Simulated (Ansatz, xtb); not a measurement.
# BClFHNO: which of two isomers lies lower

Structure a: `[NH]OB(F)Cl`, a doublet. Structure b: `[O]NB(F)Cl`, a doublet. Both are isolated molecules in the gas phase, relaxed with PBE0-D3(BJ)/pcseg-1; the shapes shown needn't be the lowest conformers.

a (Å):

```yaml
atoms:
  - { symbol: B, position_ang: [-0.1066, 2.1625, -0.0354] }
  - { symbol: Cl, position_ang: [0.5440, 3.6885, -0.5754] }
  - { symbol: F, position_ang: [-0.2459, 1.1601, -0.8701] }
  - { symbol: N, position_ang: [-0.9664, 0.8581, 1.6795] }
  - { symbol: O, position_ang: [-0.4580, 2.0713, 1.2864] }
  - { symbol: H, position_ang: [-1.1423, 1.0516, 2.6781] }
```

b (Å):

```xyz
6

B     0.4349    2.7112    0.9577
Cl    1.4529    3.5385    2.0930
F     0.8776    2.3604   -0.2407
N    -0.9269    2.3693    1.2605
O    -1.5147    2.6290    2.3610
H    -1.4876    1.8793    0.5536
```

Quicker runs give these differences E(b) − E(a): GFN2-xTB −17.1 kJ/mol; HF/STO-3G +6.3 kJ/mol (at GFN2-xTB geometries); r2SCAN-D4/def2-SVP −30.9 kJ/mol (at GFN2-xTB geometries).

Task: Estimate which is lower in electronic energy at CCSD(T)/def2-SVP + ΔMP2/def2-TZVPP, and by roughly how much.

Result: The CCSD(T)/def2-SVP + ΔMP2/def2-TZVPP calculation puts structure b lower, by 10.0 kJ/mol.

The same difference at several levels:

| level | geometry | E(b) − E(a) (kJ/mol) | departure from the last row (kJ/mol) | job, with rough time for the two |
| --- | --- | --- | --- | --- |
| GFN2-xTB | GFN2-xTB | −17.1 | −7.1 | optimisation, 0.58 s |
| HF/STO-3G | GFN2-xTB | +6.3 | +16.3 | single point, 1.8 s |
| r2SCAN-D4/def2-SVP | GFN2-xTB | −30.9 | −20.9 | single point, 15 s |
| PBE0-D3(BJ)/pcseg-1 | PBE0-D3(BJ)/pcseg-1 | −30.0 | −19.9 | optimisation, 2.7 min |
| HF/def2-SVP | PBE0-D3(BJ)/pcseg-1 | −10.7 | −0.6 | part of the CCSD(T) run |
| MP2/def2-SVP | PBE0-D3(BJ)/pcseg-1 | −8.5 | +1.6 | part of the CCSD(T) run |
| CCSD(T)/def2-SVP | PBE0-D3(BJ)/pcseg-1 | −13.3 | −3.3 | single point |
| CCSD(T)/def2-SVP + ΔMP2/def2-TZVPP | PBE0-D3(BJ)/pcseg-1 | −10.0 |  | single point, 2 min |

As drawn, b has 1 B–N in place of 1 B–O.

HF/STO-3G puts the two in the other order. The largest departure from CCSD(T)/def2-SVP + ΔMP2/def2-TZVPP is that of r2SCAN-D4/def2-SVP, 20.9 kJ/mol. The last row adds to CCSD(T) the change of the MP2 difference between the two basis sets, here +3.3 kJ/mol.

With harmonic frequencies from PBE0-D3(BJ)/pcseg-1 (ideal gas, rigid rotor, one conformer each, 298.15 K, 1 atm): the zero-point term adds +3.4 kJ/mol; ΔH is −7.4 and ΔG −6.0 kJ/mol.

Open shells are spin-unrestricted. The correlated steps freeze 9 core orbitals. Programs: Ansatz 0.2.0, xtb 6.7.1; the last row on 1 thread of AMD EPYC (Zen 3) on a shared host.
